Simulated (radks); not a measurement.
Results of a calculation; reference values are marked as such.
Question: Numerical settings for neutral germanium, [Ar] 3d10 4s2 4p2. Level of theory: Dirac Kohn-Sham, PBEsol, spin-unpolarised, spherical densities, finite nucleus; open shells are shared between the two j in proportion to 2j + 1; Fermi nuclear charge, rms radius 4.0742 fm (a radial shooting solver on a logarithmic mesh with Libxc functionals). The defaults (mesh step 0.008 in ln r, mesh end at 40 bohr or more with all orbitals vanishing there, Anderson mixing 0.5 over 9 steps, residual threshold near 1e-9 with the energy settled to 1e-9 hartree or 1e-11 of itself, here a cap of 97 iterations) give E = -2097.3805 hartree and 4p3/2 at -3.835 eV in 15 iterations. Run on one thread of a shared host, so times are rough (Arm Neoverse V2): 0.1 s of CPU time, 0.1 s wall, 15 iterations on 2381 mesh points. One setting is changed at a time: mesh step in ln r 0.05; mesh step in ln r 0.02; mesh step in ln r 0.005; mesh end (bohr) 2; mesh end (bohr) 12; residual threshold 1e-05; residual threshold 0.1; mixing 0.05; linear mixing, mixing 0.05; linear mixing, mixing 0.2; mixing history 3; iteration cap 5. Which runs fail to converge, and which converge to a wrong energy?

Answer: Not converged within the cap: linear mixing, mixing 0.05; iteration cap 5. Settled on a wrong energy, with an occupied level pushed above zero by the early mesh end: mesh end (bohr) 2 (+8.63 hartree). Apart from these: no run marked as converged misses the energy by more than 1 mhartree.
